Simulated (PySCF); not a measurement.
Work out the structure from these simulated measurements.

Formula: C2H11NOSi4.

- NMR, other nuclei: isotropic shieldings of nuclei other than C and H, by class: 139 (1 N), -133 (1 O), 375 (1 Si), 425 (2 Si), 443 (1 Si) ppm [GIAO PBE0/pcSseg-1]
- XPS: Si2p3/2 105.6, Si2p3/2 105.6 (×2), Si2p3/2 106.3, C1s 291.3, C1s 293.5, N1s 405.2, O1s 537.0, Si1s 1845.3, Si1s 1845.3 (×2), Si1s 1846.1 eV [ΔSCF SCAN, pcX-2 on the ionised atom, pcseg-1 elsewhere, spin-free X2C, 2p3/2 from a spin–orbit splitting computed afterwards within the 2p shell]
- Rotational structure: rotational constants A, B, C: 1.426, 0.748, 0.734 GHz [PBE0-D3(BJ)/def2-SVP]
- Polarisability: 151.2 au [wB97X-D/def2-SVPD]
- 1H NMR: chemical shifts (computed TMS as zero) by class: 5.27 (1 H), 4.45 (1 H), 4.39 (1 H), 4.19 (2 H), 4.06 (2 H), 3.89 (1 H), 2.03 (3 H) ppm [GIAO PBE0/pcSseg-1]
- 13C NMR: chemical shifts (computed TMS as zero) by class: 179.9 (1 C), 23.2 (1 C) ppm [GIAO PBE0/pcSseg-1]
- Dipole: 4.23 D [wB97X-D/def2-SVPD]

The electronic properties come from PySCF, for the isolated species, density fitting. Levels stand in brackets. Geometry: PBE0-D3(BJ)/def2-SVP, one conformer, isolated molecule. Each NMR value is the plain mean over a class of atoms that symmetry, rotation or inversion makes alike.

**Question.** What is the compound? Reason from the data.

**Answer.** Numbering: `[CH3:1][C:2](=[O:3])[NH:4][SiH:5]1[SiH2:6][SiH2:7][SiH2:8]1`. Its formula, C2H11NOSi4, gives 2 degrees of unsaturation: 1 ring and 1 π bond in the structure found. 2 carbons fall into 2 classes; from least to most shielded: amide carbonyl carbon [C2] (179.9 ppm), methyl carbon next to a carbonyl [C1] (23.2 ppm). Hydrogen classes from least to most shielded: 1 H on an SiH silicon, Si5 (5.27 ppm), 1 H on an amide nitrogen, N4 (4.45 ppm), 1 H on an SiH2 silicon, Si7 (4.39 ppm), 2 H on 2 SiH2 silicons, Si6/Si8 (4.19 ppm), 2 H on 2 SiH2 silicons, Si6/Si8 (4.06 ppm), 1 H on an SiH2 silicon, Si7 (3.89 ppm), 3 H on a methyl carbon next to a carbonyl, C1 (2.03 ppm). The other shieldings belong to: 139 ppm, amide nitrogen [N4]; -133 ppm, amide oxygen [O3]; 375 ppm, SiH silicon [Si5]; 425 ppm, SiH2 silicon [Si6/Si8]; 443 ppm, SiH2 silicon [Si7]. The core levels belong to: Si2p3/2 105.6 eV, SiH2 silicon [Si7]; Si2p3/2 105.6 eV, SiH2 silicon [Si6/Si8]; Si2p3/2 106.3 eV, SiH silicon [Si5]; C1s 291.3 eV, methyl carbon next to a carbonyl [C1]; C1s 293.5 eV, amide carbonyl carbon [C2]; N1s 405.2 eV, amide nitrogen [N4]; O1s 537.0 eV, amide oxygen [O3]; Si1s 1845.3 eV, SiH2 silicon [Si7]; Si1s 1845.3 eV, SiH2 silicon [Si6/Si8]; Si1s 1846.1 eV, SiH silicon [Si5]. The hole state at 293.5 eV has ⟨S²⟩ = 0.85 against 0.75, so that value is less sure. The optimised geometry has point group Cs and is an asymmetric top. Structure: `CC(=O)N[SiH]1[SiH2][SiH2][SiH2]1`. The assignments are read from this structure; whether some other isomer fits the data as well wasn't checked.

The values belong to the conformer `[CH3:1][C:2](=[O:3])[NH:4][SiH:5]1[SiH2:6][SiH2:7][SiH2:8]1`: C1–C2–N4–Si5 180°, C2–N4–Si5–Si6 49°.
